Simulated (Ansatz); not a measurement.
**Abstraction of H: C2H3FGe + GeH3 → C2H2FGe + GeH4**

Gas-phase species: C2H3FGe `C#[C][GeH2][F]`, singlet; GeH3 `[GeH3]`, doublet; C2H2FGe `C#[C][GeH][F]`, doublet; GeH4 (germane) `[GeH4]`, singlet. A radical takes H: the energy is the difference in strength between two Ge–H bonds in different surroundings.

Shapes, held fixed at every level: PBE0-D4/def2-TZVP. Programs: Ansatz 0.2.0. The zero-point and thermal change to 298 K, harmonic and unscaled (PBE0-D4/def2-TZVP), is +0.8 kJ/mol.

```tsv
level	kind	ΔH(298 K) (kJ/mol)	less CCSD(T)/def2-TZVPP
MP2/def2-TZVPP	perturbation theory	+13.9	+9.0
HF/def2-SVP	Hartree–Fock	+11.3	+6.4
HF/def2-TZVPP	Hartree–Fock	+8.8	+3.9
SPW92/def2-TZVPP	LDA	-11.5	-16.4
PBE-D4/def2-TZVPP	GGA	-9.9	-14.8
BHLYP-D4/def2-TZVPP	global hybrid	+1.2	-3.7
wB97X-V/def2-TZVPP	range-separated hybrid	-0.5	-5.4
CCSD(T)/def2-TZVPP	coupled cluster or CI	+4.9	0.0
```

The highest level, CCSD(T)/def2-TZVPP, gives ΔH(298 K) = +4.9 kJ/mol; the levels span -11.5 to +13.9. They disagree on the sign: 5 of 8 are positive. The column of differences is taken from that level and isn't an error. No measured value is set beside it here. Spin contamination: C2H2FGe (⟨S²⟩ up to 0.80). Open shells run unrestricted. Relativity is left out for Ge. Outer-core shells of Ge are correlated, in sets that cover them unevenly.
